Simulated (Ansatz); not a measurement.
Geometry optimisation, UKS B3LYP-D4/def2-SVP in Ansatz 0.2.0.

input.yaml

```yaml
crystal:
  periodic: [false, false, false]
  atoms:
    - { symbol: Ge, position_ang: [0.0, 0.0, 0.0] }
    - { symbol: F, position_ang: [0.0, 0.0, 1.93] }
    - { symbol: H, position_ang: [1.4616, 0.0, -0.5162] }
    - { symbol: H, position_ang: [-0.73, 1.2648, -0.5162] }
    - { symbol: O, position_ang: [-0.8337, -1.4443, -0.5894] }
    - { symbol: H, position_ang: [-1.2883, -1.91, 0.183] }
    - { symbol: H, position_ang: [0.0, 0.0, 3.15] }
magnetization:
  spin_polarized: true
  initial_magnetization: 1
basis:
  gaussian: { orbitals: def2-SVP }
hamiltonian:
  xc: b3lyp
  dispersion: d4
relax:
  f_tol: 0.15
  max_steps: 25
  restrain:
    - { distance: [1, 6], at: 0.92, k: 30.0 }
    - { distance: [0, 1], at: 2.88, k: 30.0 }
```

Launched with:

```bash
$ ansatz run input.yaml --threads 2 --pin off --max-ram 3072MiB --backend cpu --events-out ev --progress --plain --runs-dir out
```

Q: Where does it end, and by what steps?

A: It converged. The restraints hold the end off the free minimum; the threshold counts their pulls, which the force column leaves out. Restrained pairs: F2–H7 (1.22 → 0.93 Å), Ge1–F2 (1.93 → 2.89 Å). After 23 steps the energy has fallen by 1.491 eV (the restraints' own energy left out); F2 moved furthest, 1.05 Å.

```csv
step,energy less start (eV),largest force component (eV/Å),accepted
0,0.0000,1.556,yes
1,-0.2688,3.478,yes
2,-0.3146,7.290,yes
3,-0.7354,1.363,yes
4,-1.1121,0.497,yes
5,-1.0638,1.553,no
6,-1.1650,0.361,yes
7,-1.1820,0.297,yes
8,-1.1973,0.885,yes
9,-1.2207,0.396,yes
10,-1.2219,0.372,yes
11,-1.2498,0.725,yes
12,-1.2663,1.298,no
13,-1.2715,0.303,yes
14,-1.3002,0.254,yes
15,-1.3435,0.273,yes
16,-1.3872,0.805,yes
17,-1.4265,1.019,yes
18,-1.4677,0.174,yes
19,-1.4747,0.576,yes
20,-1.4892,0.280,yes
21,-1.4572,1.682,no
22,-1.4896,0.271,yes
23,-1.4908,0.302,yes
```

```xyz
7
Properties=species:S:1:pos:R:3
Ge 0.406 0.098 -0.157
F -0.930 -0.195 2.387
H 1.269 -0.022 -1.444
H -0.627 1.262 -0.282
O -0.431 -1.488 -0.067
H -1.059 -1.467 0.670
H -0.019 -0.279 2.535
```

The run took 57 s on 2 threads of Arm Neoverse V1, on a shared host, peak memory 0.21 GiB.
